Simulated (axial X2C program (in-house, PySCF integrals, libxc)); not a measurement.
# Excited states of HfS by EOM-EE-CCSD

Calculated with an in-house all-electron X2C program for linear molecules (integrals from PySCF): two-component X2C with atomic mean-field Coulomb and Gaunt terms, Gaussian nuclei, basis Hf dyall-acv3z, S dyall-av3z with contracted cores.

R = 2.151 Å (near the PBE0 minimum at charge 0 of the determinant lowest at the starting distance; the state shown can have its own minimum elsewhere).

Hartree–Fock spinors of HfS (one of each Kramers pair; a window near the gap, which can cut inner shells):

```json
{"ω": "1/2", "occupied": "yes", "ε (eV)": "-23.31", "character": "65% S s, 13% Hf d, 10% Hf p"}
{"ω": "1/2", "occupied": "yes", "ε (eV)": "-10.90", "character": "69% S p, 16% Hf d, 6% Hf s"}
{"ω": "1/2", "occupied": "yes", "ε (eV)": "-9.87", "character": "64% S p, 22% Hf d, 5% Hf p"}
{"ω": "3/2", "occupied": "yes", "ε (eV)": "-9.78", "character": "64% S p, 22% Hf d, 5% Hf f"}
{"ω": "1/2", "occupied": "yes", "ε (eV)": "-7.49", "character": "56% Hf s, 19% Hf d, 10% S p"}
{"ω": "1/2", "occupied": "no", "ε (eV)": "-0.03", "character": "63% Hf p, 25% Hf d, 6% Hf s"}
{"ω": "1/2", "occupied": "no", "ε (eV)": "0.09", "character": "64% Hf p, 17% Hf d, 15% Hf s"}
{"ω": "3/2", "occupied": "no", "ε (eV)": "0.10", "character": "77% Hf p, 17% Hf d, 5% S p"}
{"ω": "1/2", "occupied": "no", "ε (eV)": "0.51", "character": "88% Hf p, 10% Hf d"}
{"ω": "1/2", "occupied": "no", "ε (eV)": "0.57", "character": "69% Hf p, 22% Hf s, 7% Hf d"}
{"ω": "3/2", "occupied": "no", "ε (eV)": "0.61", "character": "83% Hf p, 14% Hf d, 3% S p"}
```

Vertical excitation energies from the closed-shell determinant state of HfS:

| Ω | excitation (eV) | cm⁻¹ | hole of the leading pair | particle of the leading pair | weight of the pair (for Ω = 0 its time-reversed partner can hold as much again) | singles weight |
| --- | --- | --- | --- | --- | --- | --- |
| 1 | 1.454 | 11729 | 52% Hf sσ, 23% Hf dσ, 9% S pσ | 91% Hf dδ | 0.95 | 0.98 |
| 2 | 1.558 | 12567 | 52% Hf sσ, 23% Hf dσ, 9% S pσ | 85% Hf dδ | 0.66 | 0.98 |
| 0⁻ | 1.589 | 12813 | 53% Hf sσ, 22% Hf dσ, 9% S pσ | 42% Hf dπ, 37% Hf pπ, 6% Hf dσ | 0.49 | 0.98 |
| 0⁺ | 1.648 | 13291 | 53% Hf sσ, 22% Hf dσ, 9% S pσ | 48% Hf dπ, 41% Hf pπ | 0.49 | 0.97 |
| 3 | 1.728 | 13938 | 52% Hf sσ, 22% Hf dσ, 9% S pσ | 94% Hf dδ | 0.98 | 0.98 |
| 1 | 1.745 | 14071 | 53% Hf sσ, 22% Hf dσ, 9% S pσ | 40% Hf dπ, 32% Hf pπ, 9% Hf dσ | 0.68 | 0.97 |

This point took 59 s on 1 thread of AMD EPYC 9R14 (Zen 4) (shared host).

Reference electrons by ω block (each with its −ω partner): 1/2: 27, 3/2: 12, 5/2: 4, 7/2: 1. 18 electrons of HfS correlated (inner shells frozen), 84 natural virtual spinors (a truncated set); levels can be off by some tenths of an eV. Roots sought by Ω: (0: 5, 1: 4, 2: 3, 3: 1); rows need 60 % singles weight and stop where some Ω has no more roots. Missing are any skipped roots, higher Ω and states of a further excitation; these come out far too high here and may in truth be low or lowest. T1 of the reference 0.023 (Lee–Taylor). Some roots did not converge and are left out. Number of frozen shells: Hf 4 s, 3 p, 2 d, 1 f; S 2 s, 1 p.
